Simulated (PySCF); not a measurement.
C2H5InO, SMILES C=[CH][InH][OH] (PBE0/def2-SVP optimised geometry):

```
9

In    -0.215    -1.240     0.000
H     -0.858    -2.830     0.001
C     -1.093     0.716     0.000
C     -0.342     1.824     0.011
H     -2.184     0.831    -0.009
H     -0.781     2.830     0.012
H      0.754     1.791     0.020
O      1.793    -1.240     0.000
H      2.184    -0.360    -0.002
```

Method: PBE0/def2-TZVP, def2 effective core potentials past Kr (PySCF).

What are the frontier orbital energies and the dipole moment?

HOMO-2 -8.35 eV, HOMO-1 -7.98 eV, HOMO -7.82 eV, LUMO -1.53 eV, LUMO+1 -0.39 eV; dipole moment 2.56 D.
